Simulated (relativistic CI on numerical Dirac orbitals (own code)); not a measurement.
Energy levels of Au42+

Computed by Dirac-Coulomb-Breit CI, KLI orbitals optimised for each configuration, QED by a radiative potential, unscaled Slater integrals (own radial code, finite nucleus).

Configuration list (outside the closed core [Ar] 3d10): 4s²4p⁶4d, 4s²4p⁶4f, 4s²4p⁵4d², 4s4p⁶4d², 4s²4p⁵4d4f, 4s4p⁶4d4f, 4s²4p⁶5s, 4s²4p⁶5p, 4s²4p⁶5d, 4p⁶4d²4f, 4s²4p⁵4d5s, 4s²4p⁶5f, 4s²4p⁵4d5p, 4s4p⁶4f5s, 4s²4p⁶5g, 4s4p⁶4d5s, 4s²4p⁵4d5d, 4p⁶4d³, 4p⁵4d⁴, 4p⁵4d³4f, 4p⁶4d4f², 4p⁶4f³, 4p⁵4d²4f², 4p⁵4d4f³, 4p⁶4f²5s, 4s4p⁶4f², 4s4p⁵4f³, 4s4p⁶4f5p, 4s4p⁵4f²5p, 4p⁶4f²5p. Double excitations out of closed p, d and f shells are left out; levels of such configurations are missing from the list, as are those of other unlisted configurations, and high levels can miss mixing partners. These lack a partner that the ground configuration has and come out too high: 4s²4p⁵4d5s, 4s²4p⁵4d5p, 4s²4p⁵4d5d, 4s²4p⁶5d, 4s²4p⁶5f.

The lowest level is 4s²4p⁶4d ²D3/2, with 100 % of that term; Hund's rules for 4s²4p⁶4d give ²D with J = 3/2, in agreement.

```tsv
No.	Configuration	Term	J	E (eV)	%	Landé g
1	4s²4p⁶4d	²D	3/2	0.000	100	0.794
2	4s²4p⁶4d	²D	5/2	27.263	100	1.195
3	4p⁵4d²(3F)	⁴D°	3/2	170.843	43	0.982
4	4p⁵4d²(3F)	⁴D°	1/2	171.408	85	0.120
5	4p⁵4d²(3F)	⁴F°	5/2	174.712	36	1.018
6	4p⁵4d²(3F)	²G°	7/2	176.525	33	1.021
7	4p⁵4d²(1S)	²P°	3/2	185.160	28	1.344
8	4p⁵4d²(3F)	⁴D°	5/2	194.984	48	1.294
9	4p⁵4d²(3F)	⁴G°	9/2	198.338	71	1.175
10	4p⁵4d²(3P)	⁴D°	7/2	198.891	40	1.270
11	4p⁵4d²(3F)	⁴D°	3/2	201.289	43	1.084
12	4p⁵4d²(3P)	⁴P°	5/2	201.840	39	1.211
13	4p⁵4d²(1G)	²H°	11/2	203.149	63	1.153
14	4p⁵4d²(3F)	²G°	7/2	204.189	45	1.065
15	4p⁵4d²(3P)	⁴P°	1/2	206.527	33	1.649
16	4p⁵4d²(1G)	²F°	7/2	209.237	36	1.158
17	4p⁵4d²(3P)	⁴D°	5/2	209.843	43	1.220
18	4p⁵4d²(3P)	⁴S°	3/2	211.269	32	1.411
19	4p⁵4d²(1G)	²G°	9/2	212.208	59	1.116
20	4p⁵4d²(1G)	²F°	5/2	217.274	54	0.876
21	4p⁵4d²(3P)	²D°	3/2	224.314	37	0.857
22	4p⁵4d²(3F)	⁴G°	11/2	225.826	63	1.201
23	4p⁵4d²(1D)	²F°	7/2	228.376	40	1.213
24	4p⁵4d²(1D)	²D°	5/2	228.745	53	1.209
25	4p⁵4d²(1G)	²G°	9/2	231.397	46	1.179
26	4p⁵4d²(1D)	²P°	1/2	231.901	72	0.800
27	4p⁵4d²(3P)	²P°	1/2	236.728	54	1.010
28	4p⁵4d²(1D)	²F°	7/2	240.637	39	1.185
29	4p⁵4d²(1S)	²P°	3/2	246.682	59	1.269
30	4s²4p⁶4f	²F°	5/2	253.542	52	0.903
```

Energies count from the lowest computed level; ° marks odd parity. Percentages are summed over parent terms; the parents shown are those of the largest component, closed shells are left out there.

The mean weight of the leading LS term, summed over parents, in these 30 levels is 51 %, and that of the leading jj configuration (from the same eigenvectors) 91 %, so jj coupling describes them better and the LS labels are nominal.

At this charge energies of transitions that change n are usually good to better than 1 %, and those within a shell (Δn = 0) to a few per cent.

LS names give the leading component of a level, which can be under half, so a name can repeat, a term be missing and a line seem to break the LS rules.
